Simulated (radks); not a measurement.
All-electron atom: the bromine ion Br21+ in [Ne] 3s2 3p2 (the NIST ground configuration). Calculated with a radial shooting solver on a logarithmic mesh with Libxc functionals: Dirac Kohn-Sham, PBE, spin-unpolarised, spherical densities, finite nucleus; open shells fill j = l - 1/2 first; Fermi nuclear charge, rms radius 4.1629 fm.

Unscreened Slater integrals over Kohn-Sham orbitals (hartree). Large and small components are both included. Empty in this configuration: 3p3/2.

\begin{tabular}{lr}
integral & value \\ \hline
F0(3p1/2,3p1/2) & 1.9697 \\
F0(3p1/2,3s1/2) & 1.9338 \\
G1(3p1/2,3s1/2) & 1.2536 \\
F0(3p1/2,2p3/2) & 2.6072 \\
G2(3p1/2,2p3/2) & 0.27639 \\
F0(3p1/2,2p1/2) & 2.6182 \\
G0(3p1/2,2p1/2) & 0.26212 \\
F0(3p1/2,3p3/2) & 1.9569 \\
G2(3p1/2,3p3/2) & 0.98590 \\
F0(3s1/2,3s1/2) & 1.9047 \\
F0(3s1/2,2p3/2) & 2.4977 \\
G1(3s1/2,2p3/2) & 0.25043 \\
F0(3s1/2,2p1/2) & 2.5063 \\
G1(3s1/2,2p1/2) & 0.25181 \\
F0(3s1/2,3p3/2) & 1.9221 \\
G1(3s1/2,3p3/2) & 1.2547 \\
F0(2p3/2,2p3/2) & 5.5495 \\
F2(2p3/2,2p3/2) & 2.6370 \\
F0(2p3/2,2p1/2) & 5.6139 \\
G2(2p3/2,2p1/2) & 2.6309 \\
F0(2p3/2,3p3/2) & 2.5786 \\
F2(2p3/2,3p3/2) & 0.63830 \\
G0(2p3/2,3p3/2) & 0.25542 \\
G2(2p3/2,3p3/2) & 0.27805 \\
F0(2p1/2,2p1/2) & 5.6813 \\
F0(2p1/2,3p3/2) & 2.5893 \\
G2(2p1/2,3p3/2) & 0.27612 \\
F0(3p3/2,3p3/2) & 1.9445 \\
F2(3p3/2,3p3/2) & 0.98235 \\
\end{tabular}
